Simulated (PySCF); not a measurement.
# [Nd(H2O)3]3+: from a saddle point downhill

PySCF 2.14.0, RKS PBE, Nd lcecp-1-SVP with ECP49, O def2-SVP, H def2-SVP; non-relativistic Hamiltonian with scalar-relativistic core potentials where named; density fitting; no spin-orbit coupling. Relaxed within the symmetry of its start, the geometry (D3h) is

```xyz
10

Nd    0.0000    0.0000    0.0000
O     2.3443    0.0000    0.0000
H     2.9687    0.0000    0.7783
H     2.9687    0.0000   -0.7783
O    -1.1722    2.0303    0.0000
H    -1.4844    2.5710    0.7783
H    -1.4844    2.5710   -0.7783
O    -1.1722   -2.0303    0.0000
H    -1.4844   -2.5710    0.7783
H    -1.4844   -2.5710   -0.7783
```

and its lowest harmonic modes are -218, -209, -209, -59, 50, 50 cm⁻¹ (negative: unstable). It was moved along the lowest mode and relaxed again, within the group D3 that the move left.

Problem. Where does it end, and how much lower?

Solution. In D3, 0.183 eV lower, after 24 steps:
```xyz
10

Nd    0.0000    0.0000    0.0000
O     2.3274    0.0000    0.0000
H     2.9508   -0.7718    0.1101
H     2.9507    0.7719   -0.1101
O    -1.1637    2.0155    0.0000
H    -0.8069    2.9413    0.1101
H    -2.1438    2.1695   -0.1101
O    -1.1637   -2.0156    0.0000
H    -2.1438   -2.1695    0.1101
H    -0.8069   -2.9413   -0.1101
```

Problem. How do the contacts change?

Solution. 
| contact | saddle (Å) | end (Å) |
| --- | --- | --- |
| Nd1–O2 (H2O) | 2.344 | 2.327 |
| Nd1–O5 (H2O) | 2.344 | 2.327 |
| Nd1–O8 (H2O) | 2.344 | 2.327 |


Problem. Is the end a minimum?

Solution. Yes, as far as the noise of the softest modes lets one tell (those above −25 cm⁻¹ count as noise); lowest modes -16, 79, 79, 92, 114, 114 cm⁻¹.

An lcecp potential fixes the number of 4f electrons, so in runs with it no electron can move into or out of that shell.

State: singlet in the valence, with the 4f electrons in the core potential.
